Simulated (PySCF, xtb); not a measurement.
CH3Si, SMILES C=[SiH], multiplicity 2.

Harmonic wavenumbers (cm⁻¹) from GFN2-xTB run with xtb at its own minimum, in rising order: 326, 471, 612, 802, 1013, 1419, 2114, 3008, 3059.

What does B3LYP-D3(BJ)/def2-TZVP in PySCF give at its own minimum? (The exact figures need the calculation; the answer reports its results.)

265, 517, 746, 834, 967, 1366, 2128, 3122, 3228. Paired by order, the mean absolute difference is 74 cm⁻¹ and the zero-point energies are 18.3 and 18.8 kcal/mol.
